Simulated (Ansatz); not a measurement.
One change: `O=C=NCO` becomes `[CH3][SnH2][N]=C=O`.

Ansatz, PBE0-D4/def2-TZVP geometries, multiplicity 1. Each molecule was computed in one conformer, which needn't be the lowest.

Elements past krypton have def2 core potentials.

```
                                        property  `O=C=NCO`
size of the dipole moment (B3LYP/def2-TZVPP) / D       2.44
           LUMO energy (ωB97M-V/def2-TZVPP) / eV       2.00
             HOMO energy (B3LYP/def2-TZVPP) / eV      -8.07
              HOMO energy (PBE0/def2-TZVPP) / eV      -8.30
         HOMO–LUMO gap (ωB97M-V/def2-TZVPP) / eV      12.57
  size of the dipole moment (PBE/def2-TZVPP) / D       2.34
```

(1) What does the change do to each property? (Estimate.)

## Answers

(1) Computed: 
| property | `[CH3][SnH2][N]=C=O` | shift |
| --- | --- | --- |
| size of the dipole moment (B3LYP/def2-TZVPP) / D | 4.11 | 1.67 |
| LUMO energy (ωB97M-V/def2-TZVPP) / eV | 1.03 | -0.97 |
| HOMO energy (B3LYP/def2-TZVPP) / eV | -7.78 | 0.29 |
| HOMO energy (PBE0/def2-TZVPP) / eV | -8.02 | 0.28 |
| HOMO–LUMO gap (ωB97M-V/def2-TZVPP) / eV | 11.27 | -1.30 |
| size of the dipole moment (PBE/def2-TZVPP) / D | 3.95 | 1.61 |

With PBE0 the HOMO rises by 0.28 eV and the LUMO falls by 0.65 eV, so the gap narrows by about 0.93 eV. PBE moves the HOMO by 0.19 eV and ωB97M-V by 0.33 eV. Dipoles are sizes alone; their direction can turn.

B3LYP here is the variant with VWN-RPA as its local correlation; programs differ in this.
